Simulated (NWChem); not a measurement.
System: NH2SeCl; SMILES Cl[Se]N

```xyz
5

Se     0.4165     0.4752     0.0000
Cl    -0.1788    -1.6780     0.0000
N     -1.1116     1.3840     0.0000
H     -1.6711     1.3400     0.8473
H     -1.6711     1.3400    -0.8473
```
Atoms are numbered in this order, from 1.

Program: NWChem. All runs use the structure optimised with PBE0/def2-SVP. Ions are spin-unrestricted doublets at the neutral geometry; other ion states weren't tried.

For level PBE/def2-SVP:

| Quantity | Result |
|---|---|
| vertical ionisation energy, ΔSCF (eV) | 8.70 |
| −ε(HOMO) (eV) | 5.21 |

Problem. What are these values for level B3LYP/def2-SVP?

Solution. 
- vertical ionisation energy, ΔSCF (eV) = 8.95
- −ε(HOMO) (eV) = 6.24
